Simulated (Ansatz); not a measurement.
Li₂I₂. The state is a singlet with charge 0. Geometry r2SCAN-D4/def2-TZVPD, that of the charge -1 doublet.

Cartesian coordinates in Å:
```
Li 2.289 -2.126 -0.227
Li -0.700 0.718 -0.033
I -1.921 2.648 -1.089
I 0.331 -1.239 1.348
```

In the def2 sets I takes a core potential; there is no spin–orbit coupling. The structure comes from a short search, and lower isomers may exist.

**Question.** Estimate the orbital energies around the gap (eV) in Ansatz with PBE-D4/def2-TZVPD, r2SCAN-D4/def2-TZVPD, PBE0-D4/def2-TZVPD.

**Answer.** 
```csv
orbital,PBE-D4/def2-TZVPD,r2SCAN-D4/def2-TZVPD,PBE0-D4/def2-TZVPD
HOMO−5,-7.48,-7.74,-8.59
HOMO−4,-7.13,-7.39,-8.24
HOMO−3,-6.68,-6.93,-7.78
HOMO−2,-5.09,-5.33,-6.16
HOMO−1,-4.46,-4.70,-5.50
HOMO,-4.45,-4.69,-5.49
LUMO,-3.04,-2.17,-2.53
LUMO+1,-1.59,-0.96,-1.08
LUMO+2,-1.47,-0.78,-0.98
LUMO+3,-0.78,-0.26,-0.32
LUMO+4,0.09,0.51,0.40
LUMO+5,0.13,0.61,0.61
```
